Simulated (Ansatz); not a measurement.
Relaxation of Cl₂F₃HTa (7 atoms, charge 0, multiplicity 2), to a largest force component of 0.03 eV/Å in at most 50 steps.

Method: Ansatz, UKS PBE/def2-SVP.

```xyz
7
Properties=species:S:1:pos:R:3
Ta -0.307 -0.001 0.015
Cl 3.322 -0.001 0.566
F 0.025 0.000 1.864
Cl 0.818 0.004 -2.031
F -0.948 1.764 -0.095
F -0.950 -1.766 -0.091
H 3.219 0.000 -0.769
```

Q: Where does it end, and by what steps?

A: The forces met the threshold. After 10 steps the energy has fallen by 0.023 eV; H7 moved furthest, 0.11 Å.

```json
{"step": "0", "energy less start (eV)": "0.0000", "largest force component (eV/Å)": "1.034", "accepted": "yes"}
{"step": "1", "energy less start (eV)": "0.0203", "largest force component (eV/Å)": "1.315", "accepted": "no"}
{"step": "2", "energy less start (eV)": "-0.0050", "largest force component (eV/Å)": "0.944", "accepted": "yes"}
{"step": "3", "energy less start (eV)": "-0.0175", "largest force component (eV/Å)": "0.366", "accepted": "yes"}
{"step": "4", "energy less start (eV)": "-0.0224", "largest force component (eV/Å)": "0.127", "accepted": "yes"}
{"step": "5", "energy less start (eV)": "-0.0225", "largest force component (eV/Å)": "0.159", "accepted": "yes"}
{"step": "6", "energy less start (eV)": "-0.0024", "largest force component (eV/Å)": "0.900", "accepted": "no"}
{"step": "7", "energy less start (eV)": "-0.0226", "largest force component (eV/Å)": "0.150", "accepted": "yes"}
{"step": "8", "energy less start (eV)": "-0.0176", "largest force component (eV/Å)": "0.237", "accepted": "no"}
{"step": "9", "energy less start (eV)": "-0.0230", "largest force component (eV/Å)": "0.035", "accepted": "yes"}
{"step": "10", "energy less start (eV)": "-0.0231", "largest force component (eV/Å)": "0.022", "accepted": "yes"}
```

```xyz
7
Properties=species:S:1:pos:R:3
Ta -0.305 0.001 0.011
Cl 3.403 -0.003 0.542
F 0.025 0.002 1.859
Cl 0.841 -0.001 -2.023
F -0.952 1.764 -0.100
F -0.946 -1.763 -0.100
H 3.113 0.002 -0.728
```

Time of the run: 51 s on 4 threads of Arm Neoverse N1, with other jobs on the host, peak memory 0.21 GiB.
